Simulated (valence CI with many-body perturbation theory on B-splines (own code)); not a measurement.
The numbers below are computed, except where a source is named.
# Basis-set convergence for Gd²⁴⁺

Level of theory: relativistic CI+MBPT: four valence electrons over a frozen Dirac-Fock core [Kr], radial functions for each j: 7 s, 7 p, 8 d, 6 f, 4 g, 1 h, with the one-electron correlation potential Σ1, the two-electron term Σ2, the three-electron term Σ3, Breit, model QED; selected CI, second order for the rest, scaled by the run's own slope (own B-spline code, finite nucleus).

No measured levels were compared; by estimate terms of the open shell hold to 2 to 4 % of their energy, and close levels can change places. Only levels of the ground parity were solved; by the run's estimate the other parity begins above the list, which can be wrong where configurations are misplaced.

The reference run has the lowest level (4d3/2^4) J=0 and an ionisation energy of 811.107 eV. Its largest variational space holds 19918 state functions.

Levels are named by their leading jj configuration (3d3/2^4 stands for four electrons in 3d with j = 3/2), which in mixed levels can hold well under half, so a name can repeat and another be missing. Letters in brackets count levels of one name in rising energy.

Changed runs:
A. basis 6 s, 6 p, 5 d, 5 f, 1 g
B. basis 5 s, 5 p, 4 d, 4 f

Excitation energies of the reference run in cm⁻¹, and shifts in cm⁻¹:

```tsv
Level	Reference	A	B
(4d3/2^3 4d5/2) J=1	40714	-197	-438
(4d3/2^3 4d5/2) J=2	63608	-212	-349
(4d3/2^3 4d5/2) J=4	71378	+3.1	+250
(4d3/2^3 4d5/2) J=3	74456	-140	-88
(4d3/2^2 4d5/2^2) J=0 [a]	106484	-84	-164
(4d3/2^2 4d5/2^2) J=4 [a]	111661	-148	-105
(4d3/2^2 4d5/2^2) J=2 [a]	118036	+27	+604
(4d3/2^2 4d5/2^2) J=3 [a]	118213	-85	+260
(4d3/2^2 4d5/2^2) J=5	128375	-33	+407
(4d3/2^2 4d5/2^2) J=1	133241	-1.6	+487
(4d3/2^2 4d5/2^2) J=6	136379	+26	+586
(4d3/2^2 4d5/2^2) J=4 [b]	145648	+62	+674
Ionisation energy (eV)	811.107	-0.063	-0.141
```
